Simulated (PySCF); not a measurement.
Basis set benchmark on one molecule

Molecule: tert-butyl acetate, C6H12O2.

Atoms are numbered as in `[CH3:1][C:2](=[O:3])[O:4][C:5]([CH3:6])([CH3:7])[CH3:8]`. Each H is labelled by its parent atom.

Geometry PBE0-D3(BJ)/def2-SVP throughout; GIAO in PySCF, gas phase, one conformer, non-relativistic; equivalent atoms averaged; functional PBE0.

Reference values (measured; solution, not stated per compound (mostly CDCl3 or CCl4); Pretsch, Buehlmann, Badertscher, Structure Determination of Organic Compounds, 4th ed. (2009)): δ(C5) = 79.9 ppm, δ(C6/C7/C8) = 28.1 ppm, δ(H(C6)/H(C7)/H(C8)) = 1.45 ppm. Computed shifts are taken against TMS, calculated as an isolated molecule at each level.

Q: How do the basis sets STO-3G, pcSseg-0, 6-31G, 6-31G*, cc-pVDZ, def2-SVP, pcSseg-1, 6-311+G(2d,p), aug-cc-pVDZ, def2-TZVP perform against the reference? Times are CPU seconds on shared hosts with different chips, so compare them loosely.

A: 
```csv
basis set,functions,C5,C6/C7/C8,H(C6)/H(C7)/H(C8),mean abs. error C,abs. error H,core-s
STO-3G,52,64.8,23.8,1.15,9.7,0.30,5.3
pcSseg-0,96,78.9,31.1,1.60,2.0,0.15,12
6-31G,96,75.4,28.1,1.65,2.2,0.20,11
6-31G*,136,73.3,26.8,1.43,4.0,0.02,18
cc-pVDZ,172,77.0,28.0,1.36,1.5,0.09,28
def2-SVP,172,73.5,27.0,1.32,3.8,0.13,25
pcSseg-1,196,78.0,28.3,1.43,1.1,0.02,27
"6-311+G(2d,p)",288,78.1,27.1,1.37,1.4,0.08,48
aug-cc-pVDZ,292,77.3,26.7,1.46,2.0,0.01,64
def2-TZVP,320,79.7,27.9,1.38,0.2,0.07,76
```

For 13C the closest is def2-TZVP (0.2 ppm) and the furthest STO-3G (9.7 ppm).

For 1H the closest is aug-cc-pVDZ (0.01 ppm, with 6-31G*, pcSseg-1 practically level) and the furthest STO-3G (0.30 ppm). Where a smaller basis beats a larger one, errors probably cancel. One molecule is a small sample, and vibrational and solvent effects are absent from the calculation.

A small basis that lands close on one nucleus may do so by chance; judge by the trend and by all nuclei.
